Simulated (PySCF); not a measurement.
Bonding in `C#CCN[SiH2]CC(F)(F)F`

Compound: C₅H₈F₃NSi.
SMILES with atom numbers: `[CH:1]#[C:2][CH2:3][NH:4][SiH2:5][CH2:6][C:7]([F:8])([F:9])[F:10]` (hydrogens: H11 on C1; H12, H13 on C3; H14 on N4; H15, H16 on Si5; H17, H18 on C6)

Geometry (GFN2-xTB, Å), atoms numbered from 1 in this order:
```xyz
18
C5H8F3NSi angstrom
C      4.259    0.293   -0.680
C      3.295   -0.238   -0.212
C      2.083   -0.809    0.349
N      0.931    0.010    0.034
Si    -0.642   -0.629   -0.154
C     -1.656    0.878   -0.733
C     -3.072    0.459   -0.918
F     -3.653    0.065    0.230
F     -3.861    1.440   -1.404
F     -3.208   -0.572   -1.772
H      5.122    0.731   -1.087
H      2.215   -0.921    1.436
H      1.917   -1.802   -0.073
H      1.075    0.974    0.298
H     -0.598   -1.640   -1.211
H     -1.270   -1.184    1.055
H     -1.649    1.694   -0.013
H     -1.298    1.259   -1.686
```

Bond orders from the PBE0/pcSseg-1 density (PySCF). Isolated species at its GFN2-xTB geometry (one conformer only).

Question: How far do the computed orders between heavy atoms stray from the drawn ones?

Answer: The largest departure is 0.445, at C1–C2 (drawn triple, 2.555). Drawn single, order below 0.88: Si5–C6 (0.846). Drawn double or triple, more than 0.30 short of the drawn order: C1–C2 (2.555).

Question: Give the Mayer order of every bond between heavy atoms, beside its length.

Answer: 
| bond | drawn as | length (Å) | Mayer order |
| --- | --- | --- | --- |
| C1–C2 | triple | 1.197 | 2.555 |
| C2–C3 | single | 1.452 | 1.105 |
| C3–N4 | single | 1.448 | 0.992 |
| N4–Si5 | single | 1.708 | 0.999 |
| Si5–C6 | single | 1.906 | 0.846 |
| C6–C7 | single | 1.488 | 1.061 |
| C7–F8 | single | 1.345 | 0.988 |
| C7–F9 | single | 1.350 | 0.999 |
| C7–F10 | single | 1.345 | 0.983 |

By pair of heavy elements: C–C: lowest C6–C7 (1.061, 1.488 Å), highest C1–C2 (2.555, 1.197 Å). C–F: all 3 within 0.02 of one another (0.983 to 0.999).

Question: And the bonds to hydrogen?

Answer: C–H: 0.91 to 1.13 (5 bonds); H–N: 0.93 (1 bond); H–Si: 0.90 to 0.93 (2 bonds).

Question: Sum the orders of all bonds at each heavy atom with more than one neighbour and set the sums beside the valence in the SMILES.

Answer: C1 3.689 (drawn 4), C2 3.660 (drawn 4), C3 3.928 (drawn 4), N4 2.919 (drawn 3), Si5 3.679 (drawn 4), C6 3.766 (drawn 4), C7 4.031 (drawn 4). Orders between atoms that aren't bonded are not in these sums.

For a closed shell the Mayer order of atoms A and B is Σ (PS)μν (PS)νμ over the basis functions μ on A and ν on B, with P the density and S the overlap matrix.

These values come from a run that also computed NMR shieldings. Time: 94 s wall (grids of density and orbitals included); peak memory 0.95 GiB. Hardware: an Arm Neoverse N1 with one thread (shared host).
